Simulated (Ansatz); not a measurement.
Geometry optimisation, RKS BHLYP/6-31G* in Ansatz.

The input (input.yaml):

```yaml
crystal:
  periodic: [false, false, false]
  atoms:
    - { symbol: B, position_ang: [0.0, 0.0, 0.0] }
    - { symbol: Cl, position_ang: [0.0, 0.0, 2.21] }
    - { symbol: H, position_ang: [1.0305, 0.0, -0.595] }
    - { symbol: Cl, position_ang: [-1.6108, 0.0, -0.93] }
    - { symbol: O, position_ang: [-0.219, -1.6079, 0.5392] }
    - { symbol: Si, position_ang: [-0.8631, -2.8547, -0.3844] }
    - { symbol: H, position_ang: [-0.0648, -4.0627, -0.197] }
    - { symbol: H, position_ang: [-2.2382, -3.1111, 0.0341] }
    - { symbol: H, position_ang: [-0.847, -2.4754, -1.7942] }
    - { symbol: H, position_ang: [-0.1624, -1.1927, 1.6085] }
basis:
  gaussian: { orbitals: "6-31G*" }
hamiltonian:
  xc: { name: BHLYP }
relax:
  f_tol: 0.15
  max_steps: 25
  restrain:
    - { distance: [0, 4], at: 2.61, k: 30.0 }
    - { distance: [9, 1], at: 2.57, k: 30.0 }
    - { distance: [0, 1], at: 1.86, k: 30.0 }
    - { distance: [9, 4], at: 1.01, k: 30.0 }
```

Launched with:

```bash
$ ansatz run input.yaml --threads 2 --pin off --max-ram 3072MiB --backend cpu --events-out ev --progress --plain --runs-dir out
```

Task: Where does it end, and by what steps?

Result: It converged. The restraints hold the end off the free minimum; the threshold counts their pulls, which the force column leaves out. Restrained pairs: B1–O5 (1.71 → 2.60 Å), Cl2–H10 (1.35 → 2.58 Å), B1–Cl2 (2.21 → 1.82 Å), O5–H10 (1.15 → 0.98 Å). After 9 steps the energy has fallen by 2.747 eV (the restraints' own energy left out); Cl4 moved furthest, 1.04 Å.

```tsv
step	energy less start (eV)	largest force component (eV/Å)	accepted
0	0.0000	5.236	yes
1	-0.6672	3.371	yes
2	-0.9894	2.910	yes
3	-1.2993	2.932	yes
4	-2.0421	1.766	yes
5	-2.4986	2.196	yes
6	-2.6733	1.122	yes
7	-2.7086	1.320	yes
8	-2.7142	1.313	yes
9	-2.7474	1.174	yes
```

```xyz
10
Properties=species:S:1:pos:R:3
B -0.032 0.613 0.161
Cl -0.113 0.606 1.980
H 1.010 0.452 -0.346
Cl -1.455 1.015 -0.747
O -0.065 -1.987 0.310
Si -0.890 -3.255 -0.372
H -0.256 -4.543 -0.026
H -2.298 -3.294 0.069
H -0.822 -3.037 -1.820
H -0.055 -1.875 1.282
```

Time of the run: 19 s on 2 threads of Intel(R) Xeon(R) 6975P-C (Granite Rapids), on a shared host, peak memory 0.24 GiB.
